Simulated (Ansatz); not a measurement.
The cluster Si3O3⁻. Total charge -1; doublet. Geometry r2SCAN-D4/def2-SVPD; atoms count from 1.

```tsv
atom	x (Å)	y (Å)	z (Å)
Si1	-0.162	-0.783	-1.382
Si2	-1.326	0.189	0.296
Si3	1.748	0.732	-0.845
O4	-2.228	0.895	1.346
O5	-0.760	-1.388	0.261
O6	2.728	0.355	0.325
```

Another isomer (doublet) lies 2.24 eV lower at PBE0-D4/def2-TZVPD; other spin states weren't run for this one.

(1) Estimate the Mulliken populations from the PBE0/def2-TZVPD orbitals of Ansatz.

(2) Where does the spin sit?

(3) And the Mayer bond orders between heavy atoms (over 0.3)?

## Answers

(1) 
| atom | charge (e) | spin (α − β) |
| --- | --- | --- |
| Si1 | -0.08 | 0.45 |
| Si2 | 0.56 | -0.02 |
| Si3 | 0.09 | 0.36 |
| O4 | -0.69 | -0.01 |
| O5 | -0.34 | 0.05 |
| O6 | -0.55 | 0.16 |
Mulliken values depend strongly on the basis. With diffuse functions, as here, like atoms can get unlike values, and bond orders can come out too low or too high.

(2) Summed by element: Si 0.79, O 0.21, of 1 unpaired in all. Largest on single atoms: Si1 0.45, Si3 0.36, O6 0.16.

(3) Si1–Si2 0.79 (2.26 Å); Si1–Si3 0.75 (2.50 Å); Si1–O5 0.76 (1.85 Å); Si2–O4 1.91 (1.55 Å); Si2–O5 1.09 (1.68 Å); Si3–O6 2.07 (1.57 Å).
